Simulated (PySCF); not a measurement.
## A small calculation by hand: oscillator strength and radiative lifetime

CH₅F₃Si₂, SMILES C[Si@H](F)[SiH](F)F.

Coordinates come from a PBE0-D3(BJ)/def2-SVP optimisation. The structure was generated by enumeration; whether it is a known compound was not checked. One conformer was computed; it need not be the lowest.

TDA-B3LYP/def2-SVPD run with PySCF 2.14.0 puts the first singlet state with f over 0.02 at 6.24 eV (vertical), with the transition dipole (-0.229, 0.045, -0.416) in atomic units.

### Question
Find the oscillator strength, the wavelength and the radiative lifetime that this transition would have in vacuum if emission retraced absorption.

### Answer

|μ|² = 0.2275 au, so |μ| = 1.21 D. ΔE = 6.24/27.211 = 0.2293 hartree. f = (2/3) ΔE |μ|² = 0.035 (the program prints 0.035).
λ = 1239.84/6.24 = 199 nm; ν = 50329 cm⁻¹.
Einstein's coefficient A = 0.6670 ν² f s⁻¹ (ν in cm⁻¹) = 5.9e7 s⁻¹, so τ = 1/A = 17 ns. This state is S1. The figure is the radiative limit of this one transition; relaxation, internal conversion, crossing to triplets and a medium change what is measured.
